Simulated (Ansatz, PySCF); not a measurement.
B(Me)2(OSiH3) (C₂H₉BOSi), SMILES CB(C)O[SiH3]. Atoms are numbered in the order given.

```xyz
14

B      0.1466     0.0241     0.9641
C      0.1783    -0.7211     2.3492
H     -0.3091    -1.7070     2.3222
H     -0.2511    -0.1180     3.1658
H      1.2373    -0.8846     2.6260
C      0.3920     1.5818     0.8473
H      0.7899     1.9137    -0.1262
H      1.0431     1.9726     1.6452
H     -0.5842     2.0877     0.9773
O     -0.1147    -0.7282    -0.1550
Si    -0.2062    -0.3466    -1.7840
H      1.1209     0.1105    -2.2920
H     -1.2191     0.7251    -2.0184
H     -0.6145    -1.5840    -2.5007
```

Geometry: r2SCAN-D4/def2-SVP. The structure was generated by enumeration, and PubChem lists no compound with its InChIKey, so it may never have been made. The values are those of a single conformer.

Two levels are set side by side: PBE-D3(BJ)/def2-SVP (Ansatz, a program for electronic structure) and r2SCAN-D4/def2-SVP (Ansatz). Each level has its own optimised geometry; the coordinates shown are those of the second. Frequencies come from the Hessian of PySCF at each geometry. Differences are taken from unrounded values.

```json
[
 {"quantity": "mean bond length (Å)", "r2SCAN-D4": "1.331"},
 {"quantity": "bond B1–C2 (Å)", "r2SCAN-D4": "1.573"},
 {"quantity": "bond B1–C6 (Å)", "r2SCAN-D4": "1.581"},
 {"quantity": "bond B1–O10 (Å)", "r2SCAN-D4": "1.374"},
 {"quantity": "bond O10–Si11 (Å)", "r2SCAN-D4": "1.676"},
 {"quantity": "bond C2–H3 (Å)", "r2SCAN-D4": "1.100"},
 {"quantity": "bond C2–H4 (Å)", "r2SCAN-D4": "1.102"},
 {"quantity": "bond C2–H5 (Å)", "r2SCAN-D4": "1.107"},
 {"quantity": "bond C6–H7 (Å)", "r2SCAN-D4": "1.103"},
 {"quantity": "bond C6–H8 (Å)", "r2SCAN-D4": "1.101"},
 {"quantity": "bond C6–H9 (Å)", "r2SCAN-D4": "1.107"},
 {"quantity": "bond Si11–H12 (Å)", "r2SCAN-D4": "1.493"},
 {"quantity": "bond Si11–H13 (Å)", "r2SCAN-D4": "1.493"},
 {"quantity": "bond Si11–H14 (Å)", "r2SCAN-D4": "1.487"},
 {"quantity": "highest harmonic wavenumber (cm⁻¹)", "r2SCAN-D4": "3150"},
 {"quantity": "mean harmonic wavenumber (cm⁻¹)", "r2SCAN-D4": "1300"},
 {"quantity": "zero-point energy (kcal/mol)", "r2SCAN-D4": "66.89"}
]
```

Q: What does PBE-D3(BJ) give, and how far is it from r2SCAN-D4? (The exact figures need the calculation; the answer reports its results.)

A: 
```
quantity                            PBE-D3(BJ)  PBE-D3(BJ) minus r2SCAN-D4
----------------------------------  ----------  --------------------------
mean bond length (Å)                     1.339                       0.009
bond B1–C2 (Å)                           1.578                       0.005
bond B1–C6 (Å)                           1.587                       0.006
bond B1–O10 (Å)                          1.380                       0.006
bond O10–Si11 (Å)                        1.692                       0.017
bond C2–H3 (Å)                           1.107                       0.007
bond C2–H4 (Å)                           1.111                       0.008
bond C2–H5 (Å)                           1.114                       0.007
bond C6–H7 (Å)                           1.111                       0.008
bond C6–H8 (Å)                           1.108                       0.007
bond C6–H9 (Å)                           1.114                       0.007
bond Si11–H12 (Å)                        1.504                       0.011
bond Si11–H13 (Å)                        1.504                       0.011
bond Si11–H14 (Å)                        1.499                       0.011
highest harmonic wavenumber (cm⁻¹)        3082                         -68
mean harmonic wavenumber (cm⁻¹)           1265                         -34
zero-point energy (kcal/mol)             65.13                       -1.77
```
